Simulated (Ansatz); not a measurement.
`[F][AlH][SeH]` + CH₃OH → `C[O][AlH][F]` + H₂Se at 298.15 K and 1 bar (ligand exchange at the Al–Se bond).

Gas-phase electronic energies from Ansatz, PBE0-D4/def2-TZVP geometries. CCSD(T)/CBS is the MP2 limit (def2-TZVPP, def2-QZVPP) plus CCSD(T) − MP2 in def2-TZVPP, frozen cores. This one scheme is used for every species. For Se outer-core shells are correlated without core-valence functions, which leaves a few kJ/mol of doubt a bond. Scalar relativity is left out up to krypton. One conformer a species, not always the lowest.

| species | CCSD(T)/CBS energy (Eh) | H − E (kJ/mol) | S (J/(mol·K)) |
| --- | --- | --- | --- |
| `[F][AlH][SeH]` | -2743.83001 | 61.7 | 306.0 |
| CH₃OH | -115.61712 | 146.3 | 238.2 |
| `C[O][AlH][F]` | -457.55503 | 153.7 | 324.2 |
| H₂Se | -2401.89790 | 45.8 | 219.1 |

H − E and S are ideal-gas, rigid-rotor, harmonic terms from PBE0-D4/def2-TZVP, for one conformer and one mirror image of each species. 1 Eh = 2625.50 kJ/mol, R = 8.31446 J/(mol·K).

Question: By hand: ΔE, ΔH, ΔS and ΔG.

Answer: ΔE = (-457.55503) + (-2401.89790) − (-2743.83001) − (-115.61712) = -0.00580 Eh = -15.2 kJ/mol. Δ(H − E) = 153.7 + 45.8 − 61.7 − 146.3 = -8.5, so ΔH = -23.7 kJ/mol. ΔS = 324.2 + 219.1 − 306.0 − 238.2 = -0.9 J/(mol·K). ΔG = -23.7 − 298.15 × (-0.9)/1000 = -23.4 kJ/mol.

Question: By hand: the equilibrium constant, and the temperature at which ΔG would vanish if ΔH and ΔS stayed fixed.

Answer: log₁₀ K = −ΔG/(RT ln 10) = 4.1. ΔG = 0 at ΔH/ΔS = 26333 K, far beyond where these terms or the molecules hold.

The number of gas molecules stays the same, so ΔS is small and ΔH decides. A doubt of 5 kJ/mol in ΔE shifts log₁₀ K by 0.9 here. Other conformers and mirror images would add mixing entropy, several J/(mol·K) or more a flexible species. These are equilibria of isolated gas molecules and say nothing of rates. Largest T1 diagnostic: 0.013 (customary marks: 0.02 for closed shells, 0.045 for open ones).
